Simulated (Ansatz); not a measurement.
`N=C[SiH2][SeH]` + `[F][SnH]([F])[F]` → `[F][Sn]([F])([F])[SeH]` + `N=C[SiH3]`  (formal exchange of groups at the Se–Si bond)

Program: Ansatz. Geometries: PBE0-D4/def2-TZVP. ΔE: electronic, gas phase. CCSD(T)/CBS is the MP2 limit (def2-TZVPP, def2-QZVPP) plus CCSD(T) − MP2 in def2-TZVPP, frozen cores. DFT in def2-TZVPP. B3LYP here is the variant with VWN-RPA as its local correlation; programs differ in this. Elements past krypton have def2 core potentials. For Se, Sn outer-core shells are correlated without core-valence functions, which leaves a few kJ/mol of doubt a bond. Scalar relativity is left out up to krypton. Each species was taken in one conformer, which may not be the lowest.

```
             level  ΔE (kJ/mol)  difference from CCSD(T)/CBS
            PBE-D4         -9.4                          1.6
         r2SCAN-D4         -8.9                          2.1
           PBE0-D4         -6.6                          4.4
          B3LYP-D4        -12.8                         -1.8
           ωB97X-V         -7.4                          3.6
           ωB97M-V         -7.1                          3.9
            B2PLYP        -11.5                         -0.5
               PBE        -10.3                          0.7
            r2SCAN         -9.3                          1.7
              PBE0         -7.4                          3.6
             B3LYP        -14.2                         -3.2
     HF/def2-TZVPP        -10.4                          0.6
    MP2/def2-TZVPP         -5.8                          5.2
SCS-MP2/def2-TZVPP         -7.6                          3.4
   CCSD/def2-TZVPP         -6.3                          4.7
CCSD(T)/def2-TZVPP         -6.7                          4.3
     HF/def2-QZVPP        -11.6                         -0.6
    MP2/def2-QZVPP         -8.8                          2.2
SCS-MP2/def2-QZVPP        -10.1                          0.9
      HF/CBS(def2)        -11.8                         -0.8
     MP2/CBS(def2)        -10.2                          0.8
    CCSD/CBS(def2)        -10.7                          0.3
       CCSD(T)/CBS        -11.0                            0
```

Largest T1 diagnostic among the species: 0.015.

In def2-TZVPP, CCSD(T) changes the Hartree–Fock value by +3.7 kJ/mol (the triples alone add −0.4 kJ/mol) and MP2 by +4.6 kJ/mol.
